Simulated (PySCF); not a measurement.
SMILES C=CB(C)OCC (C5H11BO), singlet at its GFN2-xTB optimised geometry (Å):

```
18

B     -0.2411     0.2530     0.0000
C     -1.1671     1.5543     0.0000
H     -1.9705     1.4649    -0.7270
H     -0.6315     2.4763    -0.2146
H     -1.6403     1.6760     0.9731
C     -0.8744    -1.1856     0.0061
C     -2.1693    -1.4658     0.0935
H     -0.1835    -2.0196    -0.0553
H     -2.5496    -2.4763     0.1035
H     -2.9130    -0.6881     0.1625
O      1.0984     0.2530     0.0000
C      1.9413     1.3803     0.0274
C      2.0999     1.9227     1.4441
H      2.9130     1.0508    -0.3578
H      1.5539     2.1664    -0.6323
H      2.4843     1.1446     2.0987
H      2.7909     2.7615     1.4460
H      1.1374     2.2523     1.8272
```

Method: PBE0/def2-SVP run with PySCF. Cells within 0.4 Å of a nucleus heavier than hydrogen are left out (blank, or x).

Map of the Laplacian of the electron density (e/bohr⁵), clipped to [-1.50, 1.50] on the plane z = 0.0 Å:

```
|55555555555555555555555555555|
|55555555555555555555555555555|
|55555555555555555555555555555|
|55555555555555555555555555555|
|55555555555555555555555555555|
|55555555555565555555555555555|
|55555555566666655566655555555|
|55555555666535655666666555555|
|55555556666435666666666655555|
|5555555666xx46666655866655555|
|5555555665xx4666665xx45665555|
|5555555666533566775xx34665555|
|55555555666547766436666655555|
|5555555566668xx4xxx7666655555|
|5555566666666xx64x07665555555|
|55556656666544677776655555555|
|55556504666414666666555555555|
|55556632943xx4666655555555555|
|5555666xxx2xx3666555555555555|
|55556663x56641465555555555555|
|55555651466663465555555555555|
|55555650566666665555555555555|
|55555665665555555555555555555|
|55555556555555555555555555555|
|55555555555555555555555555555|
|55555555555555555555555555555|
|55555555555555555555555555555|
|55555555555555555555555555555|
|55555555555555555555555555555|
```
Scale: ten equal steps from -1.50 (start of '0') to 1.05 (end of '9'), in the order '0123456789'; x runs from -5.00 to 5.00, y from -5.00 (bottom) to 5.00 (top).
